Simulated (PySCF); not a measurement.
A calculated (TPSS, PySCF 2.14, ANO-RCC-VTZP, scalar relativity by spin-free X2C-1e) atom or ion has these occupied shells.

| shell | electrons | orbital energy (eV) | rms radius, mean of both spins (bohr) |
| --- | --- | --- | --- |
| 1s α | 1 | -43340.1 | 0.0269 |
| 1s β | 1 | -43340.1 | 0.0269 |
| 2s α | 1 | -7021.9 | 0.109 |
| 2s β | 1 | -7021.9 | 0.109 |
| 2p α | 3 | -6285.5 | 0.0977 |
| 2p β | 3 | -6285.5 | 0.0977 |
| 3s α | 1 | -1537.6 | 0.284 |
| 3s β | 1 | -1536.8 | 0.284 |
| 3p α | 3 | -1303.9 | 0.284 |
| 3p β | 3 | -1303.1 | 0.284 |
| 3d α | 5 | -975.42 | 0.262 |
| 3d β | 5 | -974.74 | 0.262 |
| 4s α | 1 | -317.89 | 0.644 |
| 4s β | 1 | -315.59 | 0.644 |
| 4p α | 3 | -240.95 | 0.684 |
| 4p β | 3 | -238.58 | 0.684 |
| 4d α | 5 | -130.42 | 0.759 |
| 4d β | 5 | -127.94 | 0.759 |
| 5s α | 1 | -50.651 | 1.54 |
| 5s β | 1 | -48.936 | 1.54 |
| 5p α | 3 | -31.567 | 1.79 |
| 5p β | 3 | -30.032 | 1.79 |
| 4f α | 3 | -14.660 | 1.13 |
| 5d α | 1 | -9.407 | 2.91 |
| 6s α | 1 | -9.059 | 4.13 |

Q: Name the element and its charge.

A: Nd⁺ (neodymium, charge +1), in [Xe] 4f3 5d1 6s1, one real determinant (an excited configuration).
